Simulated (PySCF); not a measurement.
SMILES O[SiH2][SiH2]O[SiH3], GFN2-xTB optimised geometry.

```
13

O      4.12     1.37    -1.43
Si     2.49     1.48    -1.58
Si     1.81    -0.02     0.00
O      0.18    -0.02     0.00
Si    -1.37     0.44     0.00
H      4.71     1.89    -1.97
H      2.10     2.89    -1.41
H      2.14     1.20    -2.99
H      2.19     0.28     1.39
H      2.13    -1.44    -0.24
H     -1.66     1.01     1.31
H     -2.13    -0.78    -0.26
H     -1.53     1.44    -1.06
```

Density from PySCF 2.14.0 with PBE0/def2-TZVP at that geometry.

Minimum of the electron density along straight lines between bonded atoms, close to the bond critical point (lines longer than 1.1 times the sum of covalent radii, or with two minima, are not listed):

| bond | length / Å | ρ at the minimum / e bohr⁻³ | ∇²ρ there / e bohr⁻⁵ | position (fraction from the first atom) |
|---|---|---|---|---|
| O1–Si2 | 1.633 | 0.140 | 0.89 | 0.59 |
| Si3–O4 | 1.629 | 0.135 | 0.91 | 0.42 |
| O4–Si5 | 1.612 | 0.141 | ? | 0.59 |
| O1–H6 | 0.953 | ? | ? | 0.81 |
| Si2–H7 | 1.476 | 0.122 | 0.17 | 0.49 |
| Si2–H8 | 1.476 | 0.123 | 0.17 | 0.49 |
| Si3–H9 | 1.472 | 0.124 | 0.18 | 0.49 |
| Si3–H10 | 1.470 | 0.125 | 0.18 | 0.49 |
| Si5–H11 | 1.462 | 0.127 | 0.18 | 0.49 |
| Si5–H12 | 1.460 | 0.127 | 0.18 | 0.49 |
| Si5–H13 | 1.464 | 0.126 | 0.18 | 0.49 |

Task: Complete the blanks.

Result: 
- O4–Si5, ∇²ρ there / e bohr⁻⁵: 0.99
- O1–H6, ρ at the minimum / e bohr⁻³: 0.362
- O1–H6, ∇²ρ there / e bohr⁻⁵: -2.50
